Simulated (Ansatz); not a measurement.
A structure relaxed at B3LYP/def2-TZVP in Ansatz, charge 1, singlet:

```xyz
3

Rb   -2.377    0.256    1.289
Rb    1.062   -2.466   -0.413
Rb    1.315    2.210   -0.875
```

Task: Give its formula and point group.

Result: the cluster Rb3⁺. Point group D3h (tolerance 0.1 Å).

Task: Summarise the bond lengths by kind (pairs closer than 1.2 times the sum of covalent radii, bridged metal pairs left out).

Result: 3 × Rb–Rb 4.70 to 4.71 Å.

In the def2 sets Rb takes a core potential; there is no spin–orbit coupling. The restricted singlet is unstable towards broken spin symmetry in Hartree–Fock (as tested in another run); at B3LYP/def2-TZVP this wasn't settled. The structure comes from a short search, and lower isomers may exist.
